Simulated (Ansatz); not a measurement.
Two members of one family (B2H6-nXn), computed with Ansatz in the gas phase. The two geometries come from different levels. Binding counts from free atoms in the multiplicity of their measured ground term, without zero-point energy. A dash marks a value that wasn't run or was left out as unsound. The structures are stationary points that may keep the symmetry of their start. Remarks come from the PBE and PBE0 runs and from stability tests at other levels; not every state was tested. HOMO above LUMO (over both spins in singlets and doublets, within one spin in higher multiplets; at PBE or PBE0), or a gap under 0.15 eV within one spin, warns that the state may not be the lowest or that an electron is smeared out.

First: diborane tri F (singlet, charge 0, r2SCAN-D4/def2-SVP geometry).

```csv
atom,x (Å),y (Å),z (Å)
B1,-0.748,0.497,-0.058
F2,-1.554,0.289,-1.093
F3,-1.052,1.417,0.857
H4,-0.447,-0.672,0.609
B5,0.756,-0.499,0.063
F6,0.973,-1.399,-0.909
H7,1.518,-0.347,0.982
H8,0.555,0.714,-0.450
```

| level | HOMO (eV) | LUMO (eV) | gap (eV) | vertical IE (eV) | binding per atom (eV) |
| --- | --- | --- | --- | --- | --- |
| PBE-D4/def2-SVP | -8.50 | -0.78 | 7.71 | – | 4.31 |
| PBE-D4/def2-TZVP | -8.69 | -1.00 | 7.69 | 12.37 | 4.22 |
| B97M-V/def2-TZVP | -9.22 | -0.66 | 8.56 | – | 4.14 |
| PBE0-D4/def2-SVP | -10.28 | 0.18 | 10.46 | – | 4.20 |
| PBE0-D4/def2-TZVP | -10.40 | 0.00 | 10.40 | 12.98 | 4.12 |

Remarks: gap within one spin near zero at PBE or PBE0 (+1 doublet).

Second: diborane mono F (singlet, charge 0, PBE-D4/def2-TZVP geometry).

```
atom    x (Å)    y (Å)    z (Å)
  B1   0.5482  -0.6644  -0.1894
  F2   1.5782  -0.9189   0.6448
  H3   0.3932  -1.3398  -1.1694
  H4   0.5123   0.6574  -0.5474
  B5  -0.5602   0.6672   0.1799
  H6  -0.3705   1.3169   1.1669
  H7  -1.4637   0.8687  -0.5784
  H8  -0.6375  -0.5870   0.4931
```

Q: Estimate how these quantities change from the first to the second (second minus first).

A: 
| level | Δ HOMO (eV) | Δ LUMO (eV) | Δ gap (eV) | Δ vertical IE (eV) | Δ binding per atom (eV) |
| --- | --- | --- | --- | --- | --- |
| PBE-D4/def2-SVP | 0.35 | -0.77 | -1.12 | – | -0.67 |
| PBE-D4/def2-TZVP | 0.40 | -0.68 | -1.09 | -0.50 | -0.61 |
| B97M-V/def2-TZVP | 0.47 | -0.78 | -1.25 | – | -0.55 |
| PBE0-D4/def2-SVP | 0.53 | -0.74 | -1.28 | – | -0.59 |
| PBE0-D4/def2-TZVP | 0.58 | -0.68 | -1.26 | -0.62 | -0.55 |

Remarks: gap within one spin near zero at PBE or PBE0 (+1 doublet).
